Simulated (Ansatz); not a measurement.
Cost and result up the ladder for NbO₄H₃ (8 atoms). Total charge 0; singlet. Geometry: PBE-D4/def2-SVP.

```xyz
8

Nb    0.511   -0.090    0.172
O     1.546    0.690    1.295
O    -0.950   -1.236    0.976
O     0.443    0.692   -1.572
O    -1.543    0.131    0.911
H    -2.236    0.030    0.218
H     0.916    1.453   -1.956
H     1.313   -1.670   -0.045
```

Ansatz on 4 threads of Arm Neoverse V2 on a shared host. Times are rough, and most runs start from the orbitals of an earlier one. PBE0-D4/def2-TZVP serves as the yardstick here, not as an exact answer. Binding counts from free atoms at the same level (Nb sextet, O triplet, H doublet; other spins of the atoms weren't run), without zero-point energy or a counterpoise term.

In the def2 sets Nb takes a core potential; there is no spin–orbit coupling. Correlated methods freeze 4 core orbitals; core or outer-core shells of Nb are correlated, in sets that lack core-valence functions. The structure holds one bond between oxygen atoms, so isomers without such links may lie far lower. No other spin state of charge 0 was run. Another isomer (singlet) lies 0.10 eV lower at PBE0-D4/def2-TZVP; other spin states weren't run for this one.

Correlated methods converge slowly with the basis.

```tsv
level	functions	wall time
HF/def2-TZVP	182	1 s
PBE-D4/def2-TZVP (with forces)	182	1.9 s
BLYP-D4/def2-TZVP	182	2 s
PBE0-D4/def2-TZVP	182	2.6 s
r2SCAN-D4/def2-TZVP	182	3.2 s
CCSD(T)/def2-TZVP	182	99 s
```

(1) Estimate what each level gives for the binding energy per atom (eV).

Results:

(1) 
```tsv
level	binding energy per atom (eV)	difference from PBE0-D4/def2-TZVP (eV)	remarks
HF/def2-TZVP	2.11	-1.78	–
PBE-D4/def2-TZVP (with forces)	4.20	0.32	–
BLYP-D4/def2-TZVP	4.17	0.28	–
PBE0-D4/def2-TZVP	3.89	0.00	–
r2SCAN-D4/def2-TZVP	4.01	0.12	–
CCSD(T)/def2-TZVP	3.90	0.01	test for broken spin undecided
```
